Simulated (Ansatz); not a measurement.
`B[SiH](Br)C=O`, relaxed with RKS PBE0-D4/def2-TZVP in the Gaussian-basis code of Ansatz from a PBE-D4/def2-SVP geometry. The force threshold is 0.005 eV/Å; the program also tests the step.

The species carries charge 0 and has multiplicity 1.

Start:

```xyz
9

B    -0.397   -1.539   -0.648
Si   -0.105   -0.078    0.683
Br   -1.959    0.662    1.731
C     0.664    1.477   -0.260
O     1.763    1.419   -0.766
H    -1.486   -2.029   -0.863
H     0.565   -1.895   -1.302
H     0.923   -0.438    1.722
H     0.032    2.421   -0.296
```

By how much does the energy fall, and how many steps does the optimiser take? (An estimate is asked.)

Ansatz gave: 0.05 eV, in 19 steps, 3 of them rejected.

Which bonds change most? (An estimate is asked.)

Ansatz gave: Si2–C4 from 1.974 to 1.940 Å; Si2–Br3 from 2.255 to 2.230 Å; B1–H7 from 1.216 to 1.194 Å; C4–H9 from 1.137 to 1.115 Å.

Give the relaxed structure. (An estimate is asked.)

Ansatz gave: 
```xyz
9

B    -0.387   -1.538   -0.652
Si   -0.106   -0.051    0.658
Br   -1.966    0.658    1.664
C     0.663    1.486   -0.241
O     1.714    1.393   -0.812
H    -1.432   -2.098   -0.770
H     0.533   -1.859   -1.342
H     0.870   -0.446    1.709
H     0.112    2.455   -0.213
```
